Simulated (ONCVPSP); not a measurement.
Reading a pseudo-wave (chromium (Cr))

Columns: radius, all-electron u(r) and pseudo u(r) of the 3s shell (level -77.05 eV) of chromium in the configuration [Ne] 3s2 3p6 3d5 4s0.5; PBEsol, scalar-relativistic, ONCV scheme, ONCVPSP 4.0.1.

```tsv
r (bohr)	all-electron	pseudo
0.090	-0.0647	0.2063
0.180	-0.6010	0.4036
0.270	-0.4597	0.5838
0.360	-0.0030	0.7401
0.450	0.4701	0.8671
0.540	0.8319	0.9612
0.630	1.0556	1.0207
0.720	1.1574	1.0459
0.810	1.1687	1.0392
0.900	1.1196	1.0049
0.990	1.0349	0.9484
1.080	0.9324	0.8754
1.170	0.8245	0.7917
1.260	0.7187	0.7026
1.350	0.6196	0.6132
1.440	0.5295	0.5275
1.530	0.4493	0.4489
1.620	0.3792	0.3791
1.710	0.3185	0.3184
1.800	0.2664	0.2664
1.890	0.2222	0.2221
1.980	0.1848	0.1847
2.070	0.1533	0.1533
2.160	0.1269	0.1269
2.250	0.1049	0.1049
2.340	0.0866	0.0865
```

Problem. How many radial nodes do the two functions have?

Solution. The all-electron 3s function has n − l − 1 = 2 (the table is too coarse to show those close to the nucleus); the pseudo-wave has 0, since the states of the same l below it are removed with the core.

Problem. At about which radius was the pseudo-wave matched?

Solution. 1.80 bohr. The columns agree to 0.0005 from 1.53 bohr on; several derivatives are matched, so the curves merge somewhat inside the radius.

Problem. Where does each function peak?

Solution. Outermost all-electron maximum near 0.81 bohr, pseudo maximum near 0.72 bohr (to the table’s step).

Problem. Is the pseudo-wave norm-conserving?

Solution. Yes: the ONCV scheme keeps the norm inside the radius equal to the all-electron one, which fixes the energy derivative of the logarithmic derivative at the level.
